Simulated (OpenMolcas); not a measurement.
Te V: terms and fine structure

```yaml
Program: OpenMolcas 26.06
Method: "XMS-RASPT2, IPEA 0.25 Eh, imaginary shift 0.1 Eh (closed shells correlated: 4d)"
Basis: ANO-RCC-VTZP [7s6p4d2f1g]
Scalar_Hamiltonian: DKH2, point nucleus
Active_space: 2 electrons in 9 orbitals (RAS2 5s 5p; RAS3 5d, at most 2 electrons)
State_averaging: 2S+1 = 3 even, 3 roots; 2S+1 = 1 even, 7 roots; 2S+1 = 3 odd, 3 roots; 2S+1 = 1 odd, 3 roots
Spin-orbit_coupling: RASSI with atomic mean-field integrals over the reference wave functions, term energies averaged over their components
```

Spin-free terms above the lowest, with the occupations of the reference:

| Configuration | Term | E (cm⁻¹) | Occupations |
| --- | --- | --- | --- |
| 5s² | ¹S | 0.0 | 5s 1.94 5p 0.06 |
| 5s 5p | ³P° | 82710 | 5s 1.00 5p 1.00 |
| 5s 5p | ¹P° | 110200 | 5s 0.97 5p 1.00 5d 0.03 |
| 5p² | ³P | 185600 | 5p 1.99 5d 0.01 |
| 5p² | ¹D | 186080 | 5s 0.24 5p 1.52 5d 0.24 |

With spin-orbit coupling, above the lowest level:

```
Configuration  Term  J  E (cm⁻¹)  Measured (cm⁻¹)      g  Term weight %  Second
          5s²    ¹S  0       0.0              0.0                   100        
        5s 5p   ³P°  0     76130                                    100        
        5s 5p   ³P°  1     78830                   1.492             98        
        5s 5p   ³P°  2     86010                   1.501            100        
        5s 5p   ¹P°  1    110800           111707  1.009             98        
          5p²    ³P  0    177050           176248                    94    6 ¹S
          5p²    ³P  1    182430           182419  1.501            100        
          5p²    ¹D  2    183290           182797  1.169             66   34 ³P
```

Against the 4 measured excited levels shown (Moore, Atomic Energy Levels, vol. III, NSRDS-NBS 35 (1971 reprint of NBS Circular 467, 1958)) the mean absolute deviation is 550 cm-1; the largest miss in energy is 5s 5p ¹P°₁: computed 110800, measured 111707 cm⁻¹ (-0.8 %).

Spin-orbit coupling puts the lowest level 6.8 cm⁻¹ below the lowest spin-free term.

CASPT2 does not keep the components of a term degenerate, so their means are used; among the terms shown or strongly mixed into the levels shown the widest spread is 130 cm-1 (5p² ¹D). Active for correlation alone: 5d; no level in the range computed is led by a configuration that fills it, so any true level of that kind is missing. Some terms mix strongly with configurations of 5d, whose occupation reaches 0.24 (5p² ¹D). Computed and measured levels are paired by configuration, term and J; levels that our copy of the source lacks, or whose pairing is in doubt (as where it misses far off the trend of its configuration), stay unpaired and out of the deviations. Only configurations of the active space appear. The first state left out of the spin-orbit step lies near 230000 cm-1 above the lowest spin-free state of the reference (among the parities and spins computed), and the list stops at four fifths of that energy or lower.

The term weight is that of the spin-free term in the level, not the purity of its configuration. ° marks odd parity.
